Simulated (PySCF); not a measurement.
FH4O4Si, charge -1. Atoms are numbered in the order given.

```xyz
10

O     -0.8656     0.1465     1.4571
Si     0.0146    -0.0394     0.0000
O     -0.8656     0.1465    -1.4571
O     -0.1938    -1.7818     0.0000
O      1.7040    -0.2418     0.0000
H     -0.8674     1.0847     1.6618
H     -0.8674     1.0847    -1.6618
H     -1.1224    -2.0144     0.0000
H      1.8546    -1.1907     0.0000
F      0.2851     1.7146     0.0000
```
Charge -1, spin multiplicity 1.

Geometry: PBE0-D3(BJ)/def2-SVPD. The values are those of a single conformer.

Method: B3LYP/def2-SVPD run with PySCF.

Gas-phase values at a fixed geometry.

```json
{
 "total_energy": "-692.59443 hartree",
 "point_group": "Cs",
 "highest_occupied_level": "-3.14 eV",
 "lowest_empty_level": "3.72 eV",
 "orbital_gap": "6.86 eV",
 "dipole_moment_about_the_centre_of_nuclear_charge": "1.19 D",
 "mean_static_polarisability": "51.6 bohr³ (7.65 Å³)",
 "polarisability_principal_values": "50.5, 51.3, 53.0 bohr³"
}
```
